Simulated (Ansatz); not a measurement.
SSi, charge -1, doublet, geometry from GFN2-xTB (a state made from the parent by changing its charge; the spin is typed, not shown lowest) (a gas-phase anion, which may not be bound at this level); WB97X-V/6-311G** (Ansatz, a program for electronic structure).

The Ansatz input:
Ansatz 0.2 input:
```yaml
crystal:
  periodic: [false, false, false]
  atoms:
    - {symbol: Si, position_ang: [-0.00000000, -0.00000000, -1.11647694]}
    - {symbol: S, position_ang: [0.00000000, 0.00000000, 0.97691732]}
basis:
  gaussian:
    orbitals: 6-311G__.json
hamiltonian:
  xc: {name: wB97X-V}
total_charge: -1
magnetization: {spin_polarized: true, initial_magnetization: 1}
```
The basis file holds 6-311G** in the JSON format of the Basis Set Exchange.

The log (banner, timings and long lists left out):

```
Functional definition: wB97X-V
408 factors; integrals over basis functions are off by at most 1.2e-3 eV
110 factors; integrals over basis functions are off by at most 3.7e-5 eV
mean field evaluation 1: about -18710.1846 eV, gradient 7.8e0 eV
mean field evaluation 2: about -18710.5555 eV, gradient 4.5e0 eV
mean field evaluation 4: about -18710.6386 eV, gradient 7.4e-1 eV
mean field evaluation 8: about -18710.6587 eV, gradient 9.5e-2 eV
mean field evaluation 16: about -18710.6593 eV, gradient 1.4e-3 eV
mean field -18710.65931402 eV, -687.6040472497 hartree, gradient 2.6e-5 eV, S^2 0.753340; 0 other end points of the search recorded, 0 dependent functions left out
reference -18710.65931352 eV, -687.6040472315 hartree; 16, 15 occupied and 38, 39 virtual orbitals, 408 factors
Total energy: -18710.65931352 eV, -687.6040472315 hartree
```
